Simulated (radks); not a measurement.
The numbers below are computed, except where a source is named.
Question: Radial electron density D(r) = 4 pi r^2 rho(r) of an atom or ion with 30 electrons. Code: a radial shooting solver on a logarithmic mesh with Libxc functionals. Model: scalar-relativistic Kohn-Sham, PBE, spin-polarised, spherical densities, point nucleus.

```
   r/bohr * D(r) (the largest magnitude, 42, reaches the edge; | marks zero)
 0.005471 |      *
 0.006472 |        *
 0.007718 |           *
  0.00913 |               *
   0.0108 |                   *
  0.01278 |                       *
  0.01511 |                             *
  0.01788 |                                  *
  0.02132 |                                       *
  0.02522 |                                           *
  0.02983 |                                              *
  0.03529 |                                               *
  0.04174 |                                              *
  0.04938 |                                           *
  0.05888 |                                        *
  0.06965 |                                      *
   0.0824 |                                      *
  0.09747 |                                         *
   0.1153 |                                               *
   0.1375 |                                                    *
   0.1626 |                                                      *
   0.1924 |                                                  *
   0.2276 |                                          *
   0.2692 |                                *
   0.3185 |                          *
   0.3798 |                         *
   0.4492 |                            *
   0.5314 |                               *
   0.6286 |                               *
   0.7436 |                          *
   0.8797 |                   *
    1.049 |            *
    1.241 |       *
    1.468 |    *
    1.736 |  *
    2.054 | *
    2.449 |*
    2.897 |*
    3.427 *
    4.054 *
    4.796 *
    5.673 *
    6.765 *
    8.003 *
    9.467 *
     11.2 *
    13.25 *
    15.67 *
    18.69 *
     22.1 *
    26.15 *
    30.93 *
    36.59 *
    43.28 *
```

What is the nuclear charge?

Answer: Z = 30. The innermost maximum, from 1s, lies near gamma/Z bohr with gamma = sqrt(1 - (Z/c)^2) = 0.976, here 0.0325 bohr (found: 0.0350), and its height grows with Z. The density is that of neutral zinc in [Ar] 3d10 4s1 7s1; the configuration itself is not fixed sharply by these data, and Z only to about a unit. D(r) has 5 maxima, at r = 0.0350, 0.159, 0.571, 11.8, 26.6 bohr, and minima at 0.0755, 0.359 bohr, inside which lie 2.10, 10.90 electrons.
